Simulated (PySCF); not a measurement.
Computed properties of Sn(OH)(SH) (H2OSSn), SMILES [SH][Sn][OH]

H2OSSn, SMILES [OH][Sn][SH] (connectivity only; charge and spin as stated), neutral, multiplicity 1. Geometry: PBE0-D3(BJ)/def2-TZVP. The def2 effective core potentials stand for the cores of Sn; spin–orbit coupling is left out. One conformer was computed; it need not be the lowest. All values are computed for the isolated molecule unless a solvent is named; none is compared with measurement here.

**Structure.** The optimised structure has Cs symmetry. All 9 harmonic modes at PBE0-D3(BJ)/def2-TZVP (PySCF) are real, so it is a minimum. With heavy atoms numbered as in [Sn:1]([OH:2])[SH:4], the shortest bond between them is Sn1–O2 at 1.974 Å and the longest Sn1–S4 at 2.446 Å.

**Vibrations.** The strongest infrared lines (harmonic, unscaled, degenerate partners summed) lie at 604 cm⁻¹ (119 km/mol, O 86 %, Sn 12 %), 398 cm⁻¹ (94 km/mol, H 89 %, O 11 %), 757 cm⁻¹ (70 km/mol, H 91 %). The softest mode is at 153 cm⁻¹ and the zero-point energy is 13.9 kcal/mol.

**Electronic structure.** CAM-B3LYP/def2-TZVPD (PySCF) places the frontier levels at -8.55 and -1.43 eV, a gap of 7.12 eV, and gives a dipole moment of 1.89 D and a mean polarisability of 70.0 bohr³.

**Excitations.** TDA-B3LYP/def2-SVPD (PySCF) has S1 at 4.00 eV (310 nm, f = 0.036, weak); the most intense of the 10 singlets computed lies at 6.72 eV (f = 0.93). T1 (TDA) is at 3.02 eV, 0.98 eV under S1. No vertical singlet excitation falls in the visible range (under 3.1 eV).
